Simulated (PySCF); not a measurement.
Molecule: SMILES COc1ccncc1, C$_{6}$H$_{7}$NO.

Atom-mapped SMILES (the numbers label the heavy atoms): `[CH3:1][O:2][c:3]1[cH:4][cH:5][n:6][cH:7][cH:8]1`. Hydrogens are named by the atom that carries them.

Geometry PBE0-D3(BJ)/def2-SVP throughout; GIAO in PySCF 2.14, gas phase, one conformer, non-relativistic; equivalent atoms averaged; basis pcSseg-1.

(1) How do the shifts δ (against TMS, H2O, NH3 at the same level) depend on the functional? (ppm; last column core-seconds on shared hosts with different chips, so compare them loosely; the GGAs took longer than the global hybrids here, which isn't the general rule, and the cause wasn't traced)

(2) Which nucleus moves most, in ppm?

## Answers

(1) 
```tsv
functional	kind	C3	C5/C7	C4/C8	C1	O2	N6	H(C5)/H(C7)	H(C4)/H(C8)	H(C1)	core-s
LDA	LDA	172.5	159.4	115.6	55.3	134.3	350.8	8.57	6.57	3.80	25
KT2	GGA	159.1	144.7	103.5	53.6	118.7	311.4	8.23	6.31	3.71	33
B97-D	GGA	162.7	149.3	107.2	54.5	121.9	321.6	8.36	6.36	3.75	30
PBE0	global hybrid	169.7	156.8	112.7	53.7	111.9	337.2	8.57	6.61	3.69	18
WP04	global hybrid	170.9	156.6	113.4	56.0	110.5	330.4	8.25	6.35	3.60	25
BHandHLYP	global hybrid	174.0	160.4	114.1	53.0	99.0	345.1	8.55	6.62	3.66	19
CAM-B3LYP	range-separated hybrid	175.2	161.0	115.5	54.5	108.9	346.7	8.52	6.59	3.71	34
LC-wPBE	range-separated hybrid	176.5	163.4	116.9	54.2	98.7	336.9	8.67	6.73	3.68	41
```

(2) N6 (pyridine-type ring nitrogen): from 311.4 ppm with KT2 to 350.8 ppm with LDA. The smallest spread is 0.20 ppm, at H(C1). Proton shifts span only some 12 ppm, so a few tenths of a ppm matter as much there as several ppm in carbon.
